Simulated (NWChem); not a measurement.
# SiH3F; SMILES F[SiH3]

Program: NWChem. All runs use the structure optimised with PBE0/def2-SVP. Total energies compare along this basis series because the functional is fixed.

```tsv
level	basis functions	energy (Ha)	highest occupied level (eV)	orbital gap (eV)	dipole (D)	relative time
Hartree-Fock/cc-pVDZ	47	-390.1623	-13.33	16.96	1.71	1
Hartree-Fock/aug-cc-pVDZ	77	-390.1772	-13.35	14.43	1.61	2
Hartree-Fock/cc-pVTZ	106	-390.2244	-13.36	16.58	1.52	3
Hartree-Fock/aug-cc-pVTZ	165	-390.2272	-13.38	14.24	1.56	7
Hartree-Fock/cc-pVQZ	204	-390.2407	-13.38	15.83	1.54	6
```

The last column is a rough cost ratio, cheapest run = 1.
